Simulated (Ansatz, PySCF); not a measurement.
Process, species as SMILES: CN[SiH3] -> [SiH3] (SiH3) + C[NH] (the N-Si bond at the site shown breaks; other sites are not compared here)
Each molecule is optimised on its own at B3LYP-D3(BJ)/def2-TZVP (Ansatz, an electronic-structure program).
Geometry of the first species:
```xyz
10

C     -1.6126     0.4066    -0.4022
N     -0.4868     0.2290     0.5037
Si     1.0678    -0.2976    -0.0086
H     -2.1571    -0.5221    -0.6138
H     -1.2533     0.8015    -1.3549
H     -2.3225     1.1326     0.0005
H     -0.7619     0.0269     1.4522
H      1.1173    -1.6794    -0.5665
H      1.5478     0.6091    -1.0798
H      1.9631    -0.2452     1.1702
```

Quantity: bond dissociation energy (enthalpy at 298 K, with B3LYP-D3(BJ) rigid-rotor harmonic-oscillator terms from PySCF), in kJ/mol. Correlated levels leave the core frozen unless marked. Open shells are spin-unrestricted. No spin-orbit coupling. No relativistic terms. Basis-set limits of correlation are two-point, X^-3; Hartree-Fock from the larger set. [CCSD(T)-MP2]/basis is that difference in the basis named.

```csv
level,program,bond dissociation energy (kJ/mol),minus last row
BHLYP-D3(BJ)/def2-TZVPD,Ansatz + dftd3,378.1,-26.3
B2GP-PLYP-D4/def2-TZVPD,Ansatz + dftd4,394.3,-10.1
RPA@PBE/cc-pV(T+d)Z,Ansatz,374.0,-30.4
MP2/6-31G,Ansatz,329.3,-75.1
CCSD(T)/cc-pVTZ,Ansatz,385.3,-19.1
"RI-MP2/CBS(cc-pV(T+d)Z,cc-pV(Q+d)Z)+[CCSD(T)-MP2]/cc-pV(T+d)Z",Ansatz,405.8,1.4
"RI-MP2/CBS(aug-cc-pV(T+d)Z,aug-cc-pV(Q+d)Z)+[CCSD(T)-MP2]/aug-cc-pV(T+d)Z",Ansatz,404.4,0.0
```
